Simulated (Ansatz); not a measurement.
`B[S][ZnH]` + `N=CO` → `O/C=[N]/[ZnH]` + `BS` at 400 K and 1 bar (ligand exchange at a Zn–S bond).

Computed with Ansatz on PBE0-D4/def2-TZVP structures; ΔE is electronic, products minus reactants. CCSD(T)/CBS adds triple-zeta CCSD(T) − MP2 to the extrapolated MP2 energy (def2 sets, frozen cores). This one scheme is used for every species. For Zn outer-core shells are correlated without core-valence functions, which leaves a few kJ/mol of doubt a bond. Scalar relativity is left out up to krypton. One conformer a species, not always the lowest.

| species | CCSD(T)/CBS energy (Eh) | H − E (kJ/mol) | S (J/(mol·K)) |
| --- | --- | --- | --- |
| `B[S][ZnH]` | -2202.78318 | 99.3 | 329.5 |
| `N=CO` | -169.71775 | 138.6 | 266.1 |
| `O/C=[N]/[ZnH]` | -1948.09320 | 135.1 | 332.5 |
| `BS` | -424.38198 | 95.9 | 260.4 |

H − E and S are ideal-gas, rigid-rotor, harmonic terms from PBE0-D4/def2-TZVP, for one conformer and one mirror image of each species. 1 Eh = 2625.50 kJ/mol, R = 8.31446 J/(mol·K).

Problem. By hand: ΔE, ΔH, ΔS and ΔG.

Solution. ΔE = (-1948.09320) + (-424.38198) − (-2202.78318) − (-169.71775) = 0.02575 Eh = 67.6 kJ/mol. Δ(H − E) = 135.1 + 95.9 − 99.3 − 138.6 = -6.9, so ΔH = 60.7 kJ/mol. ΔS = 332.5 + 260.4 − 329.5 − 266.1 = -2.7 J/(mol·K). ΔG = 60.7 − 400 × (-2.7)/1000 = 61.8 kJ/mol.

Problem. By hand: the equilibrium constant, and the temperature at which ΔG would vanish if ΔH and ΔS stayed fixed.

Solution. log₁₀ K = −ΔG/(RT ln 10) = -8.1. ΔH and −TΔS have one sign here, so there is no such temperature. One of them is within its doubt of zero, so this could turn.

The number of gas molecules stays the same, so ΔS is small and ΔH decides. A doubt of 5 kJ/mol in ΔE shifts log₁₀ K by 0.7 here. Other conformers and mirror images would add mixing entropy, several J/(mol·K) or more a flexible species. These are equilibria of isolated gas molecules and say nothing of rates. Largest T1 diagnostic: 0.017 (customary marks: 0.02 for closed shells, 0.045 for open ones).
